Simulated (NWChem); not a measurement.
# C₄H₅FO; SMILES O=C1CC[C@@H]1F

```xyz
11

O      1.3417     1.3785     0.2942
C      0.3631     0.7507    -0.0078
C     -1.1557     0.9891     0.1053
C     -1.3253    -0.5600     0.0855
C      0.1184    -0.7056    -0.4629
F      0.9225    -1.6853     0.0628
H     -1.4841     1.5296     0.9972
H     -1.5642     1.4882    -0.7807
H     -2.1266    -0.9725    -0.5308
H     -1.3870    -0.9732     1.0959
H      0.1369    -0.7807    -1.5594
```
Atoms are numbered in this order, from 1.

Level: B3LYP/6-31G* (spherical d) (NWChem), optimised geometry, unscaled harmonic frequencies. 

```tsv
frequency (cm⁻¹)	IR intensity (km/mol)
116	0.8
210	3.3
355	6.6
441	0.6
574	5.1
667	7.2
732	9.9
779	0.7
915	7.1
941	12.0
1015	40.2
1075	38.4
1096	8.3
1173	58.9
1197	4.3
1239	10.5
1263	1.5
1279	0.8
1402	19.2
1477	11.7
1516	4.2
1901	229.8
3046	22.9
3081	7.5
3101	13.6
3140	3.2
3161	18.2
```

```json
{
 "zero_point_energy": "52.7 kcal/mol",
 "thermal correction to the enthalpy at 298.15 K (with zero-point energy)": "56.7 kcal/mol",
 "heat capacity Cv": "19.2 cal/(mol K)",
 "entropy at 298.15 K and 1 atm (symmetry number 1)": "74.9 cal/(mol K)",
 "dipole_moment": "3.39 D"
}
```

Rigid rotor and harmonic oscillator.
